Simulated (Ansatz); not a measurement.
Consider the cleavage of the As–Sn bond: `[F][SnH2][AsH2]` + CH₃OH → `CO[AsH2]` + `[F][SnH3]`.

Computed with Ansatz on PBE0-D4/def2-TZVP structures; ΔE is electronic, products minus reactants. CBS: MP2 limit from def2 TZ/QZ plus the TZ coupled-cluster correction, frozen cores. This one scheme is used for every species. Elements past krypton have def2 core potentials. For As, Sn outer-core shells are correlated without core-valence functions, which leaves a few kJ/mol of doubt a bond. Scalar relativity is left out up to krypton.

```csv
species,HF/def2-TZVPP energy (Eh)
`[F][SnH2][AsH2]`,-2549.39167
CH₃OH,-115.09501
`CO[AsH2]`,-2349.87080
`[F][SnH3]`,-314.58803
```

Question: Work out ΔE.

Answer: ΔE = (-2349.87080) + (-314.58803) − (-2549.39167) − (-115.09501) = 0.02785 Eh = +17.5 kcal/mol. CCSD(T)/CBS gives +21.4 kcal/mol.

Largest T1 diagnostic among the species: 0.014.

Leaving LDA and LC-ωPBE aside and taking each functional with its dispersion term where it has one, the values, not all of them listed here, spread over 6.8 kcal/mol, from B97M-V to HSE06-D4. From r2SCAN to r2SCAN0 (25 % exact exchange), in def2-TZVPP and without D4, ΔE moves by +1.1 kcal/mol.
